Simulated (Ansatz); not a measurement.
Ansatz (a program for electronic structure) input (B3LYP-D3(BJ)/def2-TZVP):

Ansatz 0.2 input:
```yaml
crystal:
  periodic: [false, false, false]
  atoms:
    - {symbol: Rb, position_ang: [-0.00000000, -0.00000000, -1.92032908]}
    - {symbol: I, position_ang: [0.00000000, 0.00000000, 1.34060710]}
basis:
  gaussian:
    orbitals: def2-TZVP
hamiltonian:
  xc: b3lyp
  dispersion: d3bj
phonons: {temperatures: {t_min: 298.15, t_max: 298.15, t_step: 100}}
```

Output:

```
Functional definition: B3LYP
integrals: 0.03 GiB planned
735 factors; their error is unknown
mean field: 0.22 GiB planned
mean field evaluation 1: about -8760.6302 eV, gradient 1.6e1 eV
mean field evaluation 2: about -8759.7839 eV, gradient 2.5e1 eV
mean field evaluation 4: about -8761.7533 eV, gradient 1.3e0 eV
mean field evaluation 8: about -8761.9790 eV, gradient 1.5e-2 eV
mean field -8761.97895236 eV, -321.9967874166 hartree, gradient 6.0e-5 eV, S^2 0.000000; 0 other end points of the search recorded, 0 dependent functions left out
the calculation of the forces begins
reference -8761.97920423 eV, -321.9967966727 hartree; 17, 17 occupied and 66, 66 virtual orbitals, 735 factors
these checks for a lower state are left out or cut short: stability, starts, cluster_reference, orbital_swaps, neighbouring_geometries, increment
integrals: 0.03 GiB planned
735 factors; their error is unknown
mean field: 0.22 GiB planned
mean field evaluation 16: about -8761.7558 eV, gradient 2.2e-4 eV
mean field -8761.97895237 eV, -321.9967874168 hartree, gradient 3.2e-6 eV, S^2 0.000000; 0 other end points of the search recorded, 0 dependent functions left out
the calculation of the forces begins
reference -8761.97920424 eV, -321.9967966730 hartree; 17, 17 occupied and 66, 66 virtual orbitals, 735 factors
these checks for a lower state are left out or cut short: stability, starts, cluster_reference, orbital_swaps, neighbouring_geometries, increment
integrals: 0.03 GiB planned
735 factors; their error is unknown
mean field: 0.22 GiB planned
mean field -8761.97895237 eV, -321.9967874168 hartree, gradient 3.2e-6 eV, S^2 0.000000; 0 other end points of the search recorded, 0 dependent functions left out
the calculation of the forces begins
reference -8761.97920424 eV, -321.9967966730 hartree; 17, 17 occupied and 66, 66 virtual orbitals, 735 factors
these checks for a lower state are left out or cut short: stability, starts, cluster_reference, orbital_swaps, neighbouring_geometries, increment
integrals: 0.03 GiB planned
735 factors; their error is unknown
mean field: 0.22 GiB planned
mean field evaluation 32: about -8761.7558 eV, gradient 2.2e-4 eV
mean field -8761.97895237 eV, -321.9967874168 hartree, gradient 3.2e-6 eV, S^2 0.000000; 0 other end points of the search recorded, 0 dependent functions left out
the calculation of the forces begins
reference -8761.97920424 eV, -321.9967966730 hartree; 17, 17 occupied and 66, 66 virtual orbitals, 735 factors
these checks for a lower state are left out or cut short: stability, starts, cluster_reference, orbital_swaps, neighbouring_geometries, increment
integrals: 0.03 GiB planned
735 factors; their error is unknown
mean field: 0.22 GiB planned
mean field -8761.97895237 eV, -321.9967874168 hartree, gradient 3.2e-6 eV, S^2 0.000000; 0 other end points of the search recorded, 0 dependent functions left out
the calculation of the forces begins
reference -8761.97920424 eV, -321.9967966730 hartree; 17, 17 occupied and 66, 66 virtual orbitals, 735 factors
these checks for a lower state are left out or cut short: stability, starts, cluster_reference, orbital_swaps, neighbouring_geometries, increment
integrals: 0.03 GiB planned
735 factors; their error is unknown
mean field: 0.22 GiB planned
mean field -8761.97892835 eV, -321.9967865343 hartree, gradient 3.2e-6 eV, S^2 0.000000; 0 other end points of the search recorded, 0 dependent functions left out
the calculation of the forces begins
reference -8761.97918016 eV, -321.9967957883 hartree; 17, 17 occupied and 66, 66 virtual orbitals, 735 factors
these checks for a lower state are left out or cut short: stability, starts, cluster_reference, orbital_swaps, neighbouring_geometries, increment
integrals: 0.03 GiB planned
735 factors; their error is unknown
mean field: 0.22 GiB planned
mean field -8761.97895653 eV, -321.9967875698 hartree, gradient 3.2e-6 eV, S^2 0.000000; 0 other end points of the search recorded, 0 dependent functions left out
the calculation of the forces begins
reference -8761.97920846 eV, -321.9967968281 hartree; 17, 17 occupied and 66, 66 virtual orbitals, 735 factors
these checks for a lower state are left out or cut short: stability, starts, cluster_reference, orbital_swaps, neighbouring_geometries, increment
integrals: 0.03 GiB planned
735 factors; their error is unknown
mean field: 0.22 GiB planned
mean field evaluation 64: about -8761.7558 eV, gradient 2.2e-4 eV
mean field -8761.97895237 eV, -321.9967874168 hartree, gradient 3.2e-6 eV, S^2 0.000000; 0 other end points of the search recorded, 0 dependent functions left out
the calculation of the forces begins
reference -8761.97920424 eV, -321.9967966730 hartree; 17, 17 occupied and 66, 66 virtual orbitals, 735 factors
these checks for a lower state are left out or cut short: stability, starts, cluster_reference, orbital_swaps, neighbouring_geometries, increment
integrals: 0.03 GiB planned
735 factors; their error is unknown
mean field: 0.22 GiB planned
mean field -8761.97895237 eV, -321.9967874168 hartree, gradient 3.2e-6 eV, S^2 0.000000; 0 other end points of the search recorded, 0 dependent functions left out
the calculation of the forces begins
reference -8761.97920424 eV, -321.9967966730 hartree; 17, 17 occupied and 66, 66 virtual orbitals, 735 factors
these checks for a lower state are left out or cut short: stability, starts, cluster_reference, orbital_swaps, neighbouring_geometries, increment
integrals: 0.03 GiB planned
735 factors; their error is unknown
mean field: 0.22 GiB planned
mean field -8761.97895237 eV, -321.9967874168 hartree, gradient 3.2e-6 eV, S^2 0.000000; 0 other end points of the search recorded, 0 dependent functions left out
the calculation of the forces begins
reference -8761.97920424 eV, -321.9967966730 hartree; 17, 17 occupied and 66, 66 virtual orbitals, 735 factors
these checks for a lower state are left out or cut short: stability, starts, cluster_reference, orbital_swaps, neighbouring_geometries, increment
integrals: 0.03 GiB planned
735 factors; their error is unknown
mean field: 0.22 GiB planned
mean field -8761.97895237 eV, -321.9967874168 hartree, gradient 3.2e-6 eV, S^2 0.000000; 0 other end points of the search recorded, 0 dependent functions left out
the calculation of the forces begins
reference -8761.97920424 eV, -321.9967966730 hartree; 17, 17 occupied and 66, 66 virtual orbitals, 735 factors
these checks for a lower state are left out or cut short: stability, starts, cluster_reference, orbital_swaps, neighbouring_geometries, increment
integrals: 0.03 GiB planned
735 factors; their error is unknown
mean field: 0.22 GiB planned
mean field evaluation 96: about -8761.7558 eV, gradient 2.3e-4 eV
mean field -8761.97895653 eV, -321.9967875698 hartree, gradient 3.2e-6 eV, S^2 0.000000; 0 other end points of the search recorded, 0 dependent functions left out
the calculation of the forces begins
reference -8761.97920846 eV, -321.9967968281 hartree; 17, 17 occupied and 66, 66 virtual orbitals, 735 factors
these checks for a lower state are left out or cut short: stability, starts, cluster_reference, orbital_swaps, neighbouring_geometries, increment
integrals: 0.03 GiB planned
735 factors; their error is unknown
mean field: 0.22 GiB planned
mean field -8761.97892835 eV, -321.9967865343 hartree, gradient 3.2e-6 eV, S^2 0.000000; 0 other end points of the search recorded, 0 dependent functions left out
the calculation of the forces begins
reference -8761.97918016 eV, -321.9967957883 hartree; 17, 17 occupied and 66, 66 virtual orbitals, 735 factors
Total energy: -8762.04724025 eV, -321.9992969504 hartree
Atom 0 at    -0.000000    -0.000000    -1.920329 Å, force    -0.000000    -0.000000    -0.000123 eV/Å
Atom 1 at     0.000000     0.000000     1.340607 Å, force     0.000000     0.000000     0.000123 eV/Å
Dipole moment:     0.000000     0.000000    -2.451141 e Å
Vibrations: 130.23 cm⁻¹, zero-point energy 0.008073 eV
```
